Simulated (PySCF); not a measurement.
C₃H₇NOSi. Atoms are numbered in the order given.

```xyz
13

C      1.9813     1.8268    -0.0311
C      1.7468     0.6386     0.0250
C      1.4020    -0.7892     0.0957
N      0.0923    -1.0662     0.6483
Si    -1.3523    -0.6411    -0.2193
O     -1.7252     0.9827    -0.2138
H      2.2098     2.8760    -0.0742
H      1.4568    -1.2076    -0.9249
H      2.1825    -1.3173     0.6699
H      0.0660    -0.9552     1.6579
H     -2.5074    -1.3080     0.4316
H     -1.1092    -1.1313    -1.6097
H     -0.9919     1.5638    -0.4450
```

The structure is a stationary point at PBE0-D3(BJ)/def2-SVP. The structure was generated by enumeration, and PubChem lists no compound with its InChIKey, so it may never have been made. One conformer was computed; it need not be the lowest.

Method: PBE0-D3(BJ)/def2-SVP (PySCF).

Frequencies are harmonic and unscaled.

Computed normal modes with their intensities:
```
mode  ν (cm⁻¹)  IR (km/mol)  Raman (Å⁴/amu)  depolarisation  moving atoms (share of kinetic energy)
----  --------  -----------  --------------  --------------  --------------------------------------
1           56          1.4             1.6            0.71                  C 43 %, O 30 %, H 15 %
2           75          0.3             1.3            0.74         O 34 %, H 30 %, C 22 %, Si 14 %
3          191          4.4             7.3            0.75         C 46 %, H 23 %, O 13 %, Si 13 %
4          231          9.1             4.6            0.75                  H 51 %, N 24 %, C 17 %
5          281         30.8             1.8            0.75         H 48 %, C 23 %, N 17 %, Si 12 %
6          333         16.5             6.7            0.75                   H 46 %, C 41 %, O 9 %
7          363        111.8             1.9            0.70                  H 44 %, C 25 %, O 18 %
8          505        110.3             0.9            0.40                          H 70 %, C 19 %
9          580         45.3             3.9            0.24                  N 39 %, C 35 %, H 19 %
10         646         33.0             5.8            0.68                 H 59 %, C 18 %, Si 16 %
11         693         42.5             2.1            0.75                          H 78 %, C 22 %
12         716         31.6             3.5            0.66                          H 75 %, C 24 %
13         763         23.4             9.4            0.30         H 53 %, N 18 %, Si 15 %, C 10 %
14         787         57.2             5.9            0.35                  H 68 %, N 12 %, O 10 %
15         857         93.7             6.5            0.59                 H 52 %, O 33 %, Si 11 %
16         906         13.8             6.6            0.72                 H 57 %, O 21 %, Si 16 %
17         933        249.9            10.7            0.74                         H 86 %, Si 11 %
18         941          1.0             5.2            0.44                          C 75 %, H 23 %
19         958        205.8             6.4            0.75                         H 73 %, Si 19 %
20         979         13.5             2.7            0.75                  H 53 %, C 34 %, N 10 %
21        1160         85.9             3.6            0.48                  N 38 %, C 37 %, H 24 %
22        1234         33.7             3.8            0.75                           H 87 %, N 8 %
23        1356         20.9             7.2            0.56                          H 73 %, C 25 %
24        1412         51.2             5.3            0.75                          H 76 %, N 18 %
25        1437          8.7            16.2            0.70                                  H 94 %
26        2229        127.6           116.8            0.13                                  H 95 %
27        2233          4.4           109.9            0.29                          C 89 %, H 11 %
28        2288        133.0           143.1            0.24                                  H 97 %
29        3050         19.2           149.0            0.05                                  H 94 %
30        3099          5.6            88.4            0.69                          H 90 %, C 10 %
31        3485         75.1            33.3            0.25                          H 85 %, C 15 %
32        3614         23.6            85.5            0.25                                  H 93 %
33        3899         85.2            54.8            0.18                                  H 94 %
```
